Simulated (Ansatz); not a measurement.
Cost and result for the atomization energy of CH5AlCl2Se (`[CH3][Al-]([Cl])([Cl])[SeH2+]`) (10 atoms, 9 bonds).

```xyz
10

C    -1.1298    0.9441    0.1832
Al   -0.4909   -0.8735   -0.0473
Cl   -0.4709   -2.1715    1.6331
Cl   -0.7549   -1.8198   -1.9297
Se    2.1452   -0.6785   -0.2388
H    -2.2208    0.9486    0.2700
H    -0.7307    1.4036    1.0915
H    -0.8701    1.5779   -0.6690
H     2.3456    0.2296    0.8997
H     2.1772    0.4396   -1.1927
```

Charge 0, multiplicity 1. Correlated methods include outer-core shells of Se, which these sets cover unevenly. Scalar relativity is left out up to krypton. All single points use the PBE0-D4/def2-TZVP geometry. It is one conformer, not always the lowest. Program: Ansatz. All runs use 2 threads of an AMD EPYC 7R13 on a shared host and a share of an NVIDIA H100 80 GB. Times are those of one run each, without the atoms' runs, and a repeat can differ threefold. Electronic energies, without spin–orbit coupling; frozen cores. CCSD(T)/CBS adds CCSD(T) − MP2 in def2-TZVPP to the MP2 limit, and its time is that of the two runs behind it. T1 = 0.008. With those shells the extrapolation isn't a true limit. B3LYP takes the VWN-RPA correlation (the form of Gaussian; ORCA's B3LYP/G). HSE06 is the plane-wave form, built on full-range PBE exchange.

CCSD(T)/CBS is a level of theory with its own doubt, some kJ/mol a heavy atom from the limit and from the frozen cores, so smaller differences don't rank the functionals.

| level | functions | wall time |
| --- | --- | --- |
| B2PLYP/def2-TZVPP | 275 | 3.4 s |
| ωB97X-V/def2-TZVPP | 275 | 3.7 s |
| CCSD(T)/def2-SVP | 125 | 4.6 s |
| PBE0-D4/def2-TZVPP | 275 | 4.6 s |
| HSE06-D4/def2-TZVPP | 275 | 5.5 s |
| r2SCAN-D4/def2-TZVPP (with forces) | 275 | 6.5 s |
| B3LYP-D4/def2-TZVPP (with forces) | 275 | 6.5 s |
| BHLYP-D4/def2-TZVPP | 275 | 7.5 s |
| BLYP-D4/def2-TZVPP | 275 | 8 s |
| MP2/def2-QZVPP | 506 | 8.5 s |
| B97M-V/def2-TZVPP | 275 | 8.5 s |
| CCSD(T)/def2-TZVPP | 275 | 9.5 s |
| CCSD(T)/CBS(def2) | – | 18 s |

Q: What atomization energy does each give, and how far from CCSD(T)/CBS? (An estimate is asked.)

A: Ansatz gave: 
```csv
level,atomization (kJ/mol),difference from CCSD(T)/CBS,per bond
B2PLYP/def2-TZVPP,3140.8,-75.7,-8.4
ωB97X-V/def2-TZVPP,3208.2,-8.3,-0.9
CCSD(T)/def2-SVP,3012.3,-204.2,-22.7
PBE0-D4/def2-TZVPP,3191.1,-25.4,-2.8
HSE06-D4/def2-TZVPP,3192.2,-24.3,-2.7
r2SCAN-D4/def2-TZVPP (with forces),3223.3,6.8,0.8
B3LYP-D4/def2-TZVPP (with forces),3173.6,-42.9,-4.8
BHLYP-D4/def2-TZVPP,3119.5,-97.0,-10.8
BLYP-D4/def2-TZVPP,3147.6,-68.9,-7.7
MP2/def2-QZVPP,3222.2,5.7,0.6
B97M-V/def2-TZVPP,3228.8,12.3,1.4
CCSD(T)/def2-TZVPP,3126.1,-90.4,-10.0
CCSD(T)/CBS(def2),3216.5,0.0,0.0
```

At CCSD(T), def2-SVP lies −204.2 kJ/mol from the extrapolated value and def2-TZVPP −90.4 kJ/mol: correlation converges slowly with the basis, and small sets miss more of it in the bonded molecule than in its fragments. From r2SCAN to r2SCAN0 (25 % exact exchange), in def2-TZVPP and without D4, the atomization energy moves by −38.7 kJ/mol: exact exchange takes away binding that semilocal exchange gives to molecules. Leaving LDA and LC-ωPBE aside and taking each functional with its dispersion term where it has one, the values spread over 109.3 kJ/mol, from BHLYP-D4 to B97M-V. LDA lies +406.7 kJ/mol from PBE without D4, its usual overbinding.
